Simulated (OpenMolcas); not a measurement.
## What dynamic correlation does to the levels of In

* Program: OpenMolcas
* Basis: ANO-RCC-VQZP [8s7p5d3f2g]
* Scalar Hamiltonian: DKH2, point nucleus
* Active space: 3 electrons in 9 orbitals (RAS2 5s 5p; RAS3 5d, at most 2 electrons)
* State averaging: 2S+1 = 4 odd, 1 root (0 in the spin-orbit step); 2S+1 = 2 odd, 3 roots; 2S+1 = 4 even, 3 roots; 2S+1 = 2 even, 5 roots
* Spin-orbit coupling: RASSI with atomic mean-field integrals over the reference wave functions, term energies averaged over their components

Methods on the same reference wave functions:
A. RASSCF
B. SS-RASPT2, IPEA 0.25 Eh, imaginary shift 0.1 Eh (closed shells correlated: 4d)

Energies in cm⁻¹ above 5s² 5p ²P°_1/2, the measured ground level; measured values from NIST Handbook of Basic Atomic Spectroscopic Data.

| Level | A | B | Measured |
| --- | --- | --- | --- |
| 5s² 5p ²P°_1/2 | 0.0 | 0.0 | 0.0 |
| 5s² 5p ²P°_3/2 | 2187 | 2190 | 2213 |
| 5s 5p² ⁴P_1/2 | 28973 | 34770 | 34978 |
| 5s 5p² ⁴P_3/2 | 29722 | 35510 | 36021 |
| 5s 5p² ⁴P_5/2 | 30924 | 36690 | 37452 |
| 5s 5p² ²D_3/2 | 41975 | 45160 |  |

Deviations, from unrounded energies. A percentage is the sum of absolute deviations over the sum of measured energies, with the sign that they share, or ± where signs differ.

```json
{"Against measurement": "mean absolute deviation (cm-1)", "Levels": "4", "A": "4700", "B": "380"}
{"Against measurement": "fine structure of the ground term (%)", "Levels": "1", "A": "-1.2", "B": "-1.2"}
{"Against measurement": "other configurations (%)", "Levels": "3", "A": "-17.4", "B": "-1.4"}
```

B lies closest to measurement on these levels. The largest miss of B in the table is 5s 5p² ⁴P_5/2, by -760 cm-1. The ranking rests on the paired levels alone, and a cruder setting can come out closer through cancelling errors.

The lowest spin-free term lies below A's lowest term by 0.453 hartree in B.

Term energies are means over components that CASPT2 splits; among the terms shown or strongly mixed into the levels shown the widest spread is 47 cm-1 (5s 5p² ²D, B). Some high roots are left out of the spin-orbit mixing, which shifts the levels that they would mix with. Active for correlation alone: 5d; no level in the range computed is led by a configuration that fills it, so any true level of that kind is missing. Some terms mix strongly with configurations of 5d, whose occupation reaches 0.24 (5s 5p² ²D). Without dynamic correlation excited terms often stand tens of per cent too high (terms of higher spin than the ground term too low), and those without a measured partner can miss by more than the paired ones (holds for A). Computed and measured levels are paired by configuration, term and J; levels that our copy of the source lacks, or whose pairing is in doubt (as where it misses far off the trend of its configuration), stay unpaired and out of the deviations. Only configurations of the active space appear. Levels that lie high or do not pair safely by name in every column are left out.

° marks odd parity.
